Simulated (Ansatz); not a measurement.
Gas-phase reaction R1 → P1 + P2, each structure at its B3LYP-D3(BJ)/def2-TZVP stationary point, reached from a drawn start (curvature not checked).
R1, F2Ti (SMILES [F][Ti][F]) (charge 0, multiplicity 3, Z-matrix in Å and degrees):
```
Ti
F 1 1.8030
F 1 1.8030 2 140.97
```
P1, FTi (SMILES [F][Ti]) (charge 0, multiplicity 4):
| atom | x (Å) | y (Å) | z (Å) |
|---|---|---|---|
| Ti | -0.0095 | -0.0190 | -0.9050 |
| F | 0.0095 | 0.0190 | 0.9050 |
P2: F atom, charge 0, multiplicity 2.

P less R. No zero-point or thermal terms; open shells are unrestricted; no spin–orbit coupling. The spin states of the d-block species are the ones drawn and need not be the lowest.

Correlated levels freeze the cores. CBS: X⁻³ extrapolation of the correlation energy, Hartree–Fock from the larger set.

Run with Ansatz (a first-principles code) with Gaussian orbitals. Each number belongs to the level named beside it.

**Question.** Predict the reaction energy from SCS-MP2/def2-TZVPP.

**Answer.** 148.6 kcal/mol

**Question.** What is the computed reaction energy (CCSD(T)/CBS(def2-TZVPP, def2-QZVPP))?

**Answer.** 149.3 kcal/mol

**Question.** Give the reaction energy at the level B97M-V/def2-TZVPP.

**Answer.** 146.7 kcal/mol
